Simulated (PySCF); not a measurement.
C$_{5}$H$_{9}$NO, triplet, geometry from GFN2-xTB (a higher spin typed on purpose: for a closed-shell molecule this is an excited state); M062X/3-21G (PySCF).

Input for PySCF:
```python
from pyscf import gto, scf, dft

mol = gto.M(
    atom='''
C     2.031042   -0.190246   -0.018387
N     0.722930    0.368497    0.135533
C     0.153331    1.029615   -1.010573
C    -1.342291    1.066107   -0.716358
C    -1.565660   -0.283940   -0.043709
C    -0.303599   -0.444120    0.820094
O     0.078266   -1.600606    1.236400
H     2.720820    0.617108   -0.271752
H     2.083135   -0.948732   -0.810717
H     2.316447   -0.657193    0.922996
H     0.352134    0.470394   -1.937820
H     0.605970    2.021560   -1.113300
H    -1.566643    1.870570   -0.016417
H    -1.942745    1.196424   -1.615029
H    -2.445600   -0.316004    0.597453
H    -1.647097   -1.093255   -0.781757
''',
    basis='3-21g',
    charge=0,
    spin=2,
    verbose=4,
)

mf = dft.UKS(mol)
mf.xc = 'm062x'
mf.kernel()
mf.analyze()
```

What the program printed (banner, timings and long lists left out):

```
PySCF version 2.14.0

[INPUT] verbose = 4
[INPUT] num. atoms = 16
[INPUT] num. electrons = 54
[INPUT] charge = 0
[INPUT] spin (= nelec alpha-beta = 2S) = 2
[INPUT] symmetry False subgroup None
[INPUT] Mole.unit = angstrom
[INPUT] Symbol           X                Y                Z      unit          X                Y                Z       unit  Magmom
[...]
nuclear repulsion = 315.492738367335
number of shells = 53
number of NR pGTOs = 132
number of NR cGTOs = 81
basis = 3-21g
ecp = {}

******** <class 'pyscf.dft.uks.UKS'> ********
method = UKS
initial guess = minao
damping factor = 0
level_shift factor = 0
DIIS = <class 'pyscf.scf.diis.CDIIS'>
diis_start_cycle = 1
diis_space = 8
diis_damp = 0
SCF conv_tol = 1e-09
SCF conv_tol_grad = None
SCF max_cycles = 50
direct_scf = True
direct_scf_tol = 1e-13
number electrons alpha = 28  beta = 26
XC library pyscf.dft.libxc version 7.1.2
    S. Lehtola, C. Steigemann, M. J. T. Oliveira, and M. A. L. Marques,  SoftwareX 7, 1–5 (2018)
XC functionals = m062x
    Y. Zhao and D. G. Truhlar,  Theor. Chem. Acc. 120, 215 (2008)
    Y. Zhao and D. G. Truhlar,  Theor. Chem. Acc. 120, 215 (2008)
radial grids:
    Treutler-Ahlrichs [JCP 102, 346 (1995); DOI:10.1063/1.469408] (M4) radial grids

becke partition: Becke, JCP 88, 2547 (1988); DOI:10.1063/1.454033
pruning grids: <function nwchem_prune>
grids dens level: 3
symmetrized grids: False
atomic radii adjust function: <function treutler_atomic_radii_adjust>
small_rho_cutoff = 0
Set gradient conv threshold to 3.16228e-05
tot grids = 186848
init E= -324.983893197707

cycle= 1 E= -323.629646284951  delta_E= 1.35  |g|= 0.612  |ddm|= 2.86

cycle= 2 E= -323.015988096611  delta_E= 0.614  |g|= 1.37  |ddm|= 2.39

cycle= 3 E= -323.831178353069  delta_E= -0.815  |g|= 0.0709  |ddm|= 1.95
cycle= 4 E= -323.835785418959  delta_E= -0.00461  |g|= 0.0817  |ddm|= 0.203
cycle= 5 E= -323.838913588625  delta_E= -0.00313  |g|= 0.0459  |ddm|= 0.0987
cycle= 6 E= -323.840640920133  delta_E= -0.00173  |g|= 0.0248  |ddm|= 0.119
cycle= 7 E= -323.841228527002  delta_E= -0.000588  |g|= 0.0126  |ddm|= 0.0693
cycle= 8 E= -323.84145248992  delta_E= -0.000224  |g|= 0.00772  |ddm|= 0.0459
cycle= 9 E= -323.841565920753  delta_E= -0.000113  |g|= 0.00524  |ddm|= 0.0304
cycle= 10 E= -323.841647197289  delta_E= -8.13e-05  |g|= 0.00366  |ddm|= 0.026
cycle= 11 E= -323.841750275075  delta_E= -0.000103  |g|= 0.0021  |ddm|= 0.0375
cycle= 12 E= -323.841875580187  delta_E= -0.000125  |g|= 0.00213  |ddm|= 0.0608
cycle= 13 E= -323.841916958426  delta_E= -4.14e-05  |g|= 0.00071  |ddm|= 0.0531
cycle= 14 E= -323.841919196229  delta_E= -2.24e-06  |g|= 0.00033  |ddm|= 0.00462
cycle= 15 E= -323.841920291295  delta_E= -1.1e-06  |g|= 0.000125  |ddm|= 0.00718
cycle= 16 E= -323.841920334875  delta_E= -4.36e-08  |g|= 4.81e-05  |ddm|= 0.00247
cycle= 17 E= -323.841920343292  delta_E= -8.42e-09  |g|= 2.1e-05  |ddm|= 0.000506
cycle= 18 E= -323.841920344199  delta_E= -9.08e-10  |g|= 7.93e-06  |ddm|= 9.73e-05
Extra cycle  E= -323.841920344279  delta_E= -8.01e-11  |g|= 7.04e-06  |ddm|= 2.27e-05
converged SCF energy = -323.841920344279  <S^2> = 2.0082904  2S+1 = 3.0055218
**** SCF Summaries ****
Total Energy =                        -323.841920344279231
Nuclear Repulsion Energy =             315.492738367334766
One-electron Energy =                -1063.135102071070833
Two-electron Energy =                  423.800443359456835
Two-electron Coulomb Energy =          469.504629421630625
DFT Exchange-Correlation Energy =      -45.704186062173761
**** MO energy ****
                             alpha | beta                alpha | beta
[...]
To work with the spin densities directly, `use mulliken_meta_spin()` only printing them here.

 ** Mulliken spin pop alpha/beta on meta-lowdin orthogonal AOs **
 ** Mulliken Spin Density (per AO)  **
spin_pop of  0 C 1s        0.00000
spin_pop of  0 C 2s       -0.00110
spin_pop of  0 C 3s        0.00006
spin_pop of  0 C 2px      -0.00015
spin_pop of  0 C 2py      -0.00379
[...]
spin_pop of  2 C 3s        0.00002
spin_pop of  2 C 2px      -0.00242
spin_pop of  2 C 2py      -0.00214
spin_pop of  2 C 2pz      -0.00593
spin_pop of  2 C 3px       0.00014
spin_pop of  2 C 3py       0.00002
spin_pop of  2 C 3pz       0.00017
spin_pop of  3 C 1s        0.00000
spin_pop of  3 C 2s       -0.00047
spin_pop of  3 C 3s       -0.00000
spin_pop of  3 C 2px       0.00241
spin_pop of  3 C 2py      -0.00087
spin_pop of  3 C 2pz       0.00135
spin_pop of  3 C 3px       0.00007
spin_pop of  3 C 3py      -0.00006
spin_pop of  3 C 3pz      -0.00003
spin_pop of  4 C 1s        0.00000
spin_pop of  4 C 2s        0.00687
spin_pop of  4 C 3s        0.00001
spin_pop of  4 C 2px       0.03108
spin_pop of  4 C 2py       0.00180
spin_pop of  4 C 2pz       0.01691
spin_pop of  4 C 3px       0.00007
spin_pop of  4 C 3py      -0.00002
spin_pop of  4 C 3pz       0.00035
spin_pop of  5 C 1s        0.00000
spin_pop of  5 C 2s        0.09654
spin_pop of  5 C 3s        0.00234
spin_pop of  5 C 2px      -0.00345
spin_pop of  5 C 2py       0.15136
spin_pop of  5 C 2pz       0.35202
spin_pop of  5 C 3px       0.00227
spin_pop of  5 C 3py       0.00087
spin_pop of  5 C 3pz       0.00043
spin_pop of  6 O 1s       -0.00000
spin_pop of  6 O 2s        0.00748
spin_pop of  6 O 3s       -0.00029
spin_pop of  6 O 2px       0.53409
spin_pop of  6 O 2py       0.06763
spin_pop of  6 O 2pz       0.26834
spin_pop of  6 O 3px       0.00005
spin_pop of  6 O 3py       0.00022
spin_pop of  6 O 3pz       0.00063
spin_pop of  7 H 1s        0.00372
spin_pop of  7 H 2s        0.00009
spin_pop of  8 H 1s        0.02009
spin_pop of  8 H 2s        0.00018
spin_pop of  9 H 1s       -0.00002
spin_pop of  9 H 2s        0.00035
spin_pop of  10 H 1s        0.01286
spin_pop of  10 H 2s        0.00013
spin_pop of  11 H 1s        0.01642
spin_pop of  11 H 2s        0.00020
spin_pop of  12 H 1s       -0.00060
spin_pop of  12 H 2s        0.00010
spin_pop of  13 H 1s        0.00121
spin_pop of  13 H 2s        0.00003
spin_pop of  14 H 1s        0.00315
spin_pop of  14 H 2s        0.00029
spin_pop of  15 H 1s        0.02970
spin_pop of  15 H 2s        0.00106
 ** Mulliken Spin Density (per atom)  **
spin density of  0 C =     -0.00478
spin density of  1 N =      0.38755
spin density of  2 C =     -0.01173
spin density of  3 C =      0.00240
spin density of  4 C =      0.05708
spin density of  5 C =      0.60238
spin density of  6 O =      0.87815
spin density of  7 H =      0.00381
spin density of  8 H =      0.02027
spin density of  9 H =      0.00033
spin density of  10 H =      0.01299
spin density of  11 H =      0.01661
spin density of  12 H =     -0.00050
spin density of  13 H =      0.00124
spin density of  14 H =      0.00344
spin density of  15 H =      0.03076
 ** Mulliken pop alpha/beta on meta-lowdin orthogonal AOs **
 ** Mulliken pop       alpha | beta **
In total            28.00000 | 26.00000
 ** Mulliken atomic charges   ( Nelec_alpha | Nelec_beta ) **
charge of  0C =     -0.18403  (     3.08963      3.09441 )
charge of  1N =     -0.13270  (     3.76013      3.37258 )
charge of  2C =     -0.07470  (     3.03148      3.04321 )
charge of  3C =     -0.17793  (     3.09016      3.08777 )
charge of  4C =     -0.18640  (     3.12174      3.06466 )
charge of  5C =      0.07534  (     3.26352      2.66114 )
charge of  6O =     -0.24828  (     4.56322      3.68506 )
charge of  7H =      0.10561  (     0.44910      0.44529 )
charge of  8H =      0.09310  (     0.46359      0.44332 )
charge of  9H =      0.12253  (     0.43890      0.43857 )
charge of  10H =      0.08552  (     0.46374      0.45074 )
charge of  11H =      0.11001  (     0.45330      0.43669 )
charge of  12H =      0.10631  (     0.44660      0.44709 )
charge of  13H =      0.10440  (     0.44842      0.44718 )
charge of  14H =      0.11059  (     0.44642      0.44298 )
charge of  15H =      0.09063  (     0.47007      0.43930 )
Dipole moment(X, Y, Z, Debye):  0.45143,  1.72427, -2.83448
```
